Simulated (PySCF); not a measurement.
Below is a simulated gas-phase Cl 2p photoelectron spectrum of trimethylchlorosilane (`C[Si](Cl)(C)C`).

Every computed line was given a Gaussian of 0.4 eV full width at half maximum and an area set by the number of equivalent atoms (split 2:1 within a doublet); the highest printed point is 100. Method: PySCF, delta-SCF UKS SCAN, pcX-2 on the ionised atom, pcseg-1 elsewhere, spin-free X2C.

(binding energy (eV), intensity): (204.8, 1), (204.9, 4), (205.0, 14), (205.1, 38), (205.2, 74), (205.3, 100), (205.4, 96), (205.5, 65), (205.6, 31), (205.7, 11), (205.8, 3), (205.9, 0), (206.0, 0), (206.1, 0), (206.2, 0), (206.3, 0), (206.4, 0), (206.5, 1), (206.6, 4), (206.7, 12), (206.8, 27), (206.9, 44), (207.0, 51), (207.1, 42), (207.2, 24), (207.3, 10), (207.4, 3), (207.5, 1)

Q: How many maxima does the curve show, and how many computed lines lie under it?

A: The curve has 2 maxima (at 205.3 and 207.0 eV). Under it lie 2 lines from 1 inequivalent chlorine site, drawn as a 2p3/2, 2p1/2 pair.

Q: Decompose the envelope and assign each component. Numbering: `[CH3:1][Si:2]([CH3:3])([CH3:4])[Cl:5]`.

A: 
```json
{"position (eV)": "205.34", "relative area": "0.67", "line": "Cl 2p3/2", "atoms": "Cl5", "environment": "silicon-bound chlorine"}
{"position (eV)": "206.99", "relative area": "0.33", "line": "Cl 2p1/2", "atoms": "Cl5", "environment": "silicon-bound chlorine"}
```

Q: What are the centre and the root-mean-square width of the whole band?

A: The area-weighted mean of the lines is 205.89 eV. Their own spread about it is 0.78 eV (rms) and each Gaussian has σ = 0.4/2.355 = 0.17 eV; the variances add, which gives 0.80 eV.

The curve has no shake-up lines and no vibrational structure. The 2p values aren't plain energy differences: one relaxed spin-free 2p hole is combined with a matrix within the shell (ground-state 2p orbital-energy differences and spin–orbit coupling). 2p3/2, the mean of its two sublevels, lies a third of the splitting below the shell's mean and 2p1/2 two thirds above it; the statistical areas are 2:1. 2p1/2 minus 2p3/2 (ligand field included): Cl 1.65 eV. Isolated species at its PBE0-D3(BJ)/def2-SVP geometry, gas phase.
